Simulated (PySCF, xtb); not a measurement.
C2H8N2, SMILES NCCN.

GFN2-xTB (xtb 6.7.1) at its own geometry gives an orbital gap of 10.51 eV and a dipole moment of 2.33 D.

The structure is a stationary point at r2SCAN-D4/def2-SVP. The values are those of a single conformer.

### Question
What does PySCF with PBE0/def2-TZVP give? (Estimate from the structure and the level; the computed values follow.)

### Answer
gap 7.87 eV (levels -6.80 and 1.07 eV), dipole 1.98 D.
